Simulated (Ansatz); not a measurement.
Relaxation of C4H8BF (14 atoms, charge 0, multiplicity 1), to a largest force component of 0.015 eV/Å in at most 40 steps.

The calculation used RKS PBE0-D4/cc-pVDZ (Ansatz 0.2.0).

```xyz
14
Properties=species:S:1:pos:R:3:forces:R:3
B -1.731 -0.830 0.643 -0.12 0.63 -0.20
C -0.507 -0.996 -0.298 -1.12 -1.49 -0.94
C 0.347 -2.148 0.136 0.43 -1.57 -1.22
C 0.217 -3.560 -0.604 -2.80 2.16 2.53
C 1.274 -2.042 1.087 -0.75 0.21 -0.11
F 1.452 -0.880 1.755 0.21 -0.41 -0.05
H -1.617 -0.569 1.789 0.15 -0.08 0.71
H -2.826 -0.824 0.161 -0.40 -0.22 0.01
H 0.078 -0.107 -0.315 0.68 1.29 0.08
H -0.936 -1.174 -1.315 0.67 0.09 0.32
H -0.649 -3.478 -1.321 0.89 -0.28 0.43
H 1.123 -3.825 -1.073 1.30 -0.59 -0.79
H -0.087 -4.255 0.234 0.41 0.07 -1.09
H 1.850 -2.904 1.414 0.45 0.18 0.33
```

Problem. Where does it end, and by what steps?

Solution. The run converged. After 18 steps the energy has fallen by 0.678 eV; H8 moved furthest, 1.17 Å.

```csv
step,energy less start (eV),largest force component (eV/Å),accepted
0,0.0000,2.797,yes
1,-0.2544,1.205,yes
2,-0.3833,0.531,yes
3,-0.3857,1.321,yes
4,-0.4131,0.389,yes
5,-0.4223,0.243,yes
6,-0.4545,0.560,yes
7,-0.4825,0.459,yes
8,-0.5246,0.450,yes
9,-0.5693,0.717,yes
10,-0.6426,0.305,yes
11,-0.6576,0.369,yes
12,-0.5182,1.068,no
13,-0.6749,0.178,yes
14,-0.6508,0.836,no
15,-0.6774,0.111,yes
16,-0.6778,0.060,yes
17,-0.6783,0.016,yes
18,-0.6783,0.007,yes
```

```xyz
14
Properties=species:S:1:pos:R:3
B -1.399 -1.034 0.601
C -0.328 -0.834 -0.529
C 0.264 -2.078 0.079
C 0.016 -3.407 -0.569
C 0.926 -2.020 1.251
F 1.262 -0.866 1.831
H -1.304 -0.417 1.631
H -2.297 -1.829 0.450
H 0.321 0.043 -0.424
H -0.631 -1.009 -1.566
H -1.047 -3.524 -0.827
H 0.592 -3.478 -1.505
H 0.309 -4.246 0.079
H 1.304 -2.891 1.792
```

Whether the end is a true minimum wasn't checked by a vibrational analysis.

The run took 79 s on 2 threads of Arm Neoverse V1 (shared host), peak memory 0.29 GiB.
